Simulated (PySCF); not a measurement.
## Ar²⁺ (argon, charge +2) across methods

[Ne] 3s2 3p4, high-spin 3P determinant. Calculation: PySCF 2.14, in def2-TZVPPD (6s6p4d1f, 51 functions); no relativity, point nucleus.

| method | E (hartree) | mean ε 3s β (eV) | mean ε 3p α (eV) | mean ε 3p β (eV) | Σ⟨r²⟩ (bohr²) | ⟨S²⟩ |
| --- | --- | --- | --- | --- | --- | --- |
| PBE | -525.7371 | -48.518 | -36.480 | -34.163 | 15.65 | 2.003 |
| PBE0 | -525.7798 | -50.673 | -38.494 | -36.013 | 15.63 | 2.004 |
| r2SCAN | -525.9047 | -48.761 | -37.175 | -34.571 | 15.62 | 2.006 |
| MN15 | -525.8557 | -51.025 | -39.265 | -37.106 | 15.53 | 2.002 |
| r2SCANh | -525.9053 | -49.564 | -37.889 | -35.253 | 15.62 | 2.006 |
| UHF | -525.29885 | -55.675 | -43.556 | -40.417 | 15.73 | 2.010 |
| LDA | -524.3138 | -48.700 | -36.450 | -34.099 | 15.68 | 2.002 |
| M06 | -525.9228 | -50.660 | -38.193 | -35.734 | 15.55 | 2.003 |

(1) Estimate the same row for r2SCAN0.

## Answers

(1) E (hartree) = -525.9064; mean ε 3s β (eV) = -50.771; mean ε 3p α (eV) = -38.959; mean ε 3p β (eV) = -36.278; Σ⟨r²⟩ (bohr²) = 15.62; ⟨S²⟩ = 2.006.
